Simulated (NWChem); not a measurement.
# K, doublet

Program: NWChem. Spin-unrestricted. No stability test was run on the SCF state. B3LYP is NWChem's, with the RPA form of VWN correlation.

Problem. Predict the results for B3LYP/def2-SVP. Quantities: highest occupied level (eV); lowest empty minus highest occupied level, either spin (eV); <S²>.

Solution. The highest occupied level (eV) comes out as -2.92, the lowest empty minus highest occupied level, either spin (eV) comes out as 1.28 and the <S²> comes out as 0.750.
